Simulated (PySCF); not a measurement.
## HInO: map over both bonds

Level of theory: PySCF, PBE0, basis In def2-TZVP with ECP28, O def2-TZVP, H def2-TZVP (scalar-relativistic core potentials, no spin–orbit coupling, density fitting).

Rigid scan from the singlet minimum (In–H 1.664 Å, In–O 1.818 Å; H–In–O 180.0°). Coordinate: rows scale the first bond (In–O), columns the second (In–H). Energies in kJ/mol from the minimum.

(1) Give the energy map for rows 0.94, 0.97, 1.00, 1.04, 1.09, 1.15 and columns 0.94, 0.97, 1.00, 1.04, 1.09, 1.15.

(2) And the size of the dipole moment (D) on the same grid?

Answers

(1) 
| scale \ scale | 0.94 | 0.97 | 1.00 | 1.04 | 1.09 | 1.15 |
| --- | --- | --- | --- | --- | --- | --- |
| 0.94 | 31.9 | 26.5 | 25.3 | 28.7 | 39.2 | 58.0 |
| 0.97 | 12.9 | 7.2 | 5.7 | 8.8 | 18.9 | 37.3 |
| 1.00 | 7.7 | 1.8 | 0.0 | 2.7 | 12.4 | 30.2 |
| 1.04 | 16.7 | 10.4 | 8.2 | 10.4 | 19.4 | 36.5 |
| 1.09 | 45.2 | 38.3 | 35.5 | 37.0 | 45.1 | 61.3 |
| 1.15 | 93.8 | 86.2 | 82.7 | 83.3 | 90.3 | 105.2 |

(2) 
| scale \ scale | 0.94 | 0.97 | 1.00 | 1.04 | 1.09 | 1.15 |
| --- | --- | --- | --- | --- | --- | --- |
| 0.94 | 4.54 | 4.47 | 4.39 | 4.29 | 4.16 | 3.99 |
| 0.97 | 4.78 | 4.71 | 4.63 | 4.53 | 4.40 | 4.23 |
| 1.00 | 5.00 | 4.93 | 4.85 | 4.75 | 4.61 | 4.44 |
| 1.04 | 5.28 | 5.20 | 5.12 | 5.02 | 4.88 | 4.70 |
| 1.09 | 5.59 | 5.51 | 5.43 | 5.31 | 5.16 | 4.98 |
| 1.15 | 5.91 | 5.82 | 5.73 | 5.61 | 5.45 | 5.25 |

Other isomers or separated fragments may lie lower.
